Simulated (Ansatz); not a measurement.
One change: `[SeH]C1=NC1` becomes `[TeH]C1=NC1`.

Ansatz, PBE0-D4/def2-TZVP geometries, multiplicity 1. Each molecule was computed in one conformer, which needn't be the lowest.

Elements past krypton have def2 core potentials. Scalar relativity is left out up to krypton.

```csv
property,`[SeH]C1=NC1`
size of the dipole moment (PBE/def2-TZVPP) / D,2.70
HOMO energy (B3LYP/def2-TZVPP) / eV,-7.12
HOMO–LUMO gap (PBE0/def2-TZVPP) / eV,6.78
size of the dipole moment (B3LYP/def2-TZVPP) / D,2.77
HOMO–LUMO gap (B3LYP/def2-TZVPP) / eV,6.28
zero-point energy (PBE0-D4/def2-TZVP) / kJ/mol,116.1
```

Task: What does the change do to each property? (Best estimate.)

Result: Ansatz gave: 
| property | `[TeH]C1=NC1` | shift |
| --- | --- | --- |
| size of the dipole moment (PBE/def2-TZVPP) / D | 2.50 | -0.20 |
| HOMO energy (B3LYP/def2-TZVPP) / eV | -6.67 | 0.45 |
| HOMO–LUMO gap (PBE0/def2-TZVPP) / eV | 5.61 | -1.17 |
| size of the dipole moment (B3LYP/def2-TZVPP) / D | 2.58 | -0.19 |
| HOMO–LUMO gap (B3LYP/def2-TZVPP) / eV | 5.16 | -1.12 |
| zero-point energy (PBE0-D4/def2-TZVP) / kJ/mol | 112.1 | -4.0 |

With PBE0 the HOMO rises by 0.46 eV and the LUMO falls by 0.71 eV, so the gap narrows by about 1.17 eV. PBE moves the HOMO by 0.36 eV and ωB97M-V by 0.52 eV. Dipoles are sizes alone; their direction can turn.

B3LYP here is the variant with VWN-RPA as its local correlation; programs differ in this.

Spin–orbit coupling is left out; it splits and shifts lone-pair levels of the heavy atoms by tenths of an eV.
